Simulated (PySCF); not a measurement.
Magnetic shielding above rings: a mixed set.

NICS = −σ at a ghost point: NICS(0) at the centroid of the ring atoms, NICS(1) 1 Å to either side along the normal of their mean plane, zz for the tensor component along that normal. Level: GIAO PBE0/pcSseg-1 (PySCF, non-relativistic, gas phase) on the GFN2-xTB geometries, one conformer each. Atom numbers follow the mapped SMILES.

Problem. Order these rings by mean NICS(1)zz, lowest (most negative) first (ppm).
A. ring C3–N4–N5–C6–N7–C8 in `[CH2:1]=[CH:2][c:3]1[n:4][n:5][cH:6][n:7][c:8]1[CH3:9]`
B. ring C3–C4–N5–N6–N7–C8 in `[CH2:1]=[CH:2][c:3]1[cH:4][n:5][n:6][n:7][c:8]1[CH3:9]`
C. ring C5–C6–C7–C8–C9 in `[H]/[N:10]=[C:9]1/[C@@H:5]([CH2:4][CH2:3][O:2][CH3:1])[CH2:6][CH:7]=[CH:8]1`
D. ring Si2–C3–C4 in `[PH2:1][SiH:2]1[CH2:3][CH2:4]1`

Solution. B (-26.3), A (-24.4), D (-17.6), C (-3.0).

```csv
SMILES,ring,NICS(0),NICS(1),NICS(1)zz,HOMA,rms pucker (Å),ring atoms with four or more neighbours
C=Cc1cnnnc1C,6-membered ring with 3 N; formal bonds all aromatic,-4.0,-11.1,-26.3,0.96,0.01,0
C=Cc1nncnc1C,6-membered ring with 3 N; formal bonds all aromatic,-3.1,-10.3,-24.4,0.95,0.00,0
P[SiH]1CC1,3-membered ring with Si; formal bonds all single,-28.8,-8.4,-17.6,–,0.00,3
[H]/N=C1\C=CC[C@@H]1CCOC,"5-membered carbocycle; formal bonds 1 double, 4 single",0.4,-3.0,-3.0,–,0.02,2
```

NICS(0) gives another order. The isotropic NICS(1) gives the same order. HOMA uses Krygowski's 1993 parameters; it is left out where a ring has a four-coordinate atom, a triple bond, no multiple bond or a kind of bond without parameters. NICS(1) and NICS(1)zz are means over the two faces.
